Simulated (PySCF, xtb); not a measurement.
but-3-ene-1-selenol (C4H8Se), SMILES [SeH]CCC=C. The values are those of a single conformer.

Harmonic wavenumbers (cm⁻¹) from GFN2-xTB run with xtb at its own minimum, in rising order: 66, 79, 173, 190, 267, 427, 563, 646, 687, 781, 898, 930, 962, 1023, 1057, 1063, 1169, 1197, 1242, 1280, 1311, 1414, 1435, 1471, 1717, 2046, 2951, 2965, 2968, 2976, 3055, 3100, 3128.

Task: What does PBE0-D3(BJ)/def2-SVP (PySCF) give at its own minimum? (Estimate from the structure and the level; the computed values follow.)

Result: 83, 93, 179, 208, 281, 429, 598, 678, 716, 816, 941, 949, 970, 1034, 1069, 1097, 1203, 1219, 1290, 1307, 1334, 1427, 1443, 1459, 1742, 2448, 3056, 3089, 3113, 3151, 3159, 3163, 3260. Paired by order, the mean absolute difference is 54 cm⁻¹ and the zero-point energies are 64.7 and 67.2 kcal/mol.
